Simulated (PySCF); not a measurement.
PySCF input file for disiloxane cation (H₆OSi₂), SMILES [SiH3]O[SiH3] (connectivity only; charge and spin as stated), charge +1, multiplicity 2, IEF-PCM-B3LYP/def2-SVP. The structure is a stationary point at PBE0-D3(BJ)/def2-SVP. The spin state was assumed, not searched.

```python
import numpy as np
from pyscf import gto, scf, dft
from pyscf.solvent import pcm

mol = gto.M(
    atom='''
    Si    1.68276910    0.00880643    0.03593324
    O     0.00000000    0.00000000   -0.16978540
    Si   -1.68276910   -0.00880643    0.03593324
    H     2.28576140    0.69422908   -1.13250776
    H     1.84343329   -1.50327137   -0.08863815
    H     2.02457937    0.48250506    1.39722212
    H    -2.02457937   -0.48250514    1.39722210
    H    -1.84343329    1.50327137   -0.08863805
    H    -2.28576140   -0.69422903   -1.13250779
    ''',
    basis='def2-SVP',
    charge=1,
    spin=1,
    max_memory=1600,
    verbose=3,
)
mf = dft.UKS(mol, xc='b3lyp').density_fit(auxbasis='def2-universal-jkfit')
mf.grids.level = 3
mf.conv_tol = 1e-9
mf.max_cycle = 100
mf.kernel()
fine, coarse = mf.grids, dft.Grids(mol).set(level=1).build(with_non0tab=True)
for _ in range(3):  # follow internal instabilities
    mf.grids = coarse
    mo, _, stable, _ = mf.stability(return_status=True, nroots=4)
    mf.grids = fine
    if stable:
        break
    mf.kernel(mf.make_rdm1(mo, mf.mo_occ))
res = {}
for name, eps in {'water': 78.355, 'acetonitrile': 35.688, 'dimethylsulfoxide': 46.826}.items():
    s = mf.PCM()
    s.with_solvent.method, s.with_solvent.eps, s.with_solvent.lebedev_order = 'IEF-PCM', eps, 29
    s.kernel(mf.make_rdm1())
    res[name] = (s.e_tot, eps, s.dip_moment(), s.mo_energy, s.converged)
    print(f'{name}: electrostatic solvation free energy {(s.e_tot - mf.e_tot) * 627.509474:.3f} kcal/mol')
```

Program output:

```

WARN: HOMO -0.338003001534454 >= LUMO -0.338003001534453

converged SCF energy = -657.30008737578  <S^2> = 0.75754749  2S+1 = 2.0075333
<class 'pyscf.df.df_jk.DFUKS'> wavefunction is stable in the internal stability analysis

WARN: PCM is an experimental feature. It is still in testing.
Features and APIs may be changed in the future.

converged SCF energy = -657.384539941611  <S^2> = 0.75754131  2S+1 = 2.0075271

WARN: System has nonzero charge 1; the dipole moment is origin-dependent.
Location of origin: [0. 0. 0.]

Dipole moment(X, Y, Z, Debye): -0.00000,  0.00000,  0.33425
water: electrostatic solvation free energy -52.995 kcal/mol

WARN: PCM is an experimental feature. It is still in testing.
Features and APIs may be changed in the future.

converged SCF energy = -657.383243105311  <S^2> = 0.75754158  2S+1 = 2.0075274

WARN: System has nonzero charge 1; the dipole moment is origin-dependent.
Location of origin: [0. 0. 0.]

Dipole moment(X, Y, Z, Debye): -0.00000,  0.00000,  0.33235
acetonitrile: electrostatic solvation free energy -52.181 kcal/mol

WARN: PCM is an experimental feature. It is still in testing.
Features and APIs may be changed in the future.

converged SCF energy = -657.383809664407  <S^2> = 0.75754146  2S+1 = 2.0075273

WARN: System has nonzero charge 1; the dipole moment is origin-dependent.
Location of origin: [0. 0. 0.]

Dipole moment(X, Y, Z, Debye): -0.00000,  0.00000,  0.33317
dimethylsulfoxide: electrostatic solvation free energy -52.537 kcal/mol
```

Self-consistency was reached.

Cost: roughly 110 core-seconds.
